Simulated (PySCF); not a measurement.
**BiH⁻ at UHF-MP2**

Computed with UHF-MP2; PySCF, scalar-relativistic core potentials, basis sets Bi aug-cc-pVDZ-PP with ECP60, H aug-cc-pVDZ.

```json
{"state": "²Π (doublet), unpaired electrons π ↑", "bond length": "1.808 Å", "harmonic wavenumber": "1722 cm⁻¹", "force constant": "1.75 mdyn/Å", "rotational constant Be": "5.144 cm⁻¹", "anharmonicity ωexe": "24.5 cm⁻¹", "vibration–rotation constant αe": "0.136 cm⁻¹"}
```

Correlated steps freeze 4 core orbitals. Spin–orbit coupling is left out, which matters for elements this heavy, above all for dissociation energies. The state was picked by a PBE0 search and need not be the measured ground state.
